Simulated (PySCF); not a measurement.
Species: C₆H₁₁Cl.
Bonds: Cl1–C2, C2–C3, C3–C4, C4–C5, C5–C6, C6–C7, C3–C7. Hydrogens: H8, H9 on C2; H10 on C3; H11, H12 on C4; H13, H14 on C5; H15, H16 on C6; H17, H18 on C7.

Theory: PBE0-D3(BJ)/def2-SVP geometry optimisation, gas phase (PySCF 2.14.0).

**Question.** List the bond lengths, angles and torsions at this level.

**Answer.** 
```
          bond  length (Å)   order
        Cl1–C2       1.796  single
         C2–C3       1.515  single
         C3–C4       1.547  single
         C4–C5       1.541  single
         C5–C6       1.530  single
         C6–C7       1.523  single
         C3–C7       1.533  single
  C2–H8, C2–H9       1.099  single
        C3–H10       1.105  single
C4–H11, C7–H18       1.101  single
C4–H12, C7–H17       1.102  single
C5–H13, C6–H16       1.101  single
C5–H14, C6–H15       1.102  single
```

Bonds in one row agree within 0.01 Å and their mean is given. Orders are formal, as drawn. A selection of angles:
```
     angle  degrees
 Cl1–C2–C3    112.8
 Cl1–C2–H8    106.3
  C3–C2–H8    111.3
  H8–C2–H9    108.5
  C2–C3–C4    114.9
 C2–C3–H10    105.0
  C4–C3–C7    105.2
 C4–C3–H10    108.6
 C7–C3–H10    107.9
  C3–C4–C5    106.0
 C3–C4–H11    110.6
 C3–C4–H12    110.5
 C5–C4–H11    111.9
 C5–C4–H12    111.0
H11–C4–H12    106.9
  C4–C5–C6    105.2
 C4–C5–H13    109.7
 C4–C5–H14    112.9
 C6–C5–H13    109.2
 C6–C5–H14    112.9
H13–C5–H14    106.8
  C5–C6–C7    103.0
 C5–C6–H15    110.3
 C5–C6–H16    113.2
 C7–C6–H15    109.8
 C7–C6–H16    113.4
 C6–C7–H17    109.9
 C6–C7–H18    114.0
  C3–C7–C6    103.5
 C3–C7–H18    112.7
```

Torsions: Cl1–C2–C3–C4 -60° (synclinal); C2–C3–C4–C5 139° (anticlinal); C3–C4–C5–C6 15° (synperiplanar); C4–C5–C6–C7 -35° (synclinal); C5–C6–C7–C3 42° (synclinal); C2–C3–C7–C6 -160° (antiperiplanar). The mirror-image conformer, all signs reversed, is as good.

Of the pairs four or more bonds apart, Cl1···H17 is among the closest relative to their van der Waals radii: 2.75 Å, 93 % of the sum of Bondi's values. The 6 C–C bonds span 1.515 Å (C2–C3, drawn single) to 1.547 Å (C3–C4, drawn single), a spread of 0.032 Å. The 5-membered ring C3–C4–C5–C6–C7 has internal angles of 103.0° to 106.0° (sum 523°, against 540° for a flat polygon); it is puckered, 0.18 Å rms from its mean plane, widest ring torsion 42°.

Point group: C1 (no symmetry element, even within 0.4 Å). Stationary, but not proved a minimum. One conformer, not necessarily the lowest.
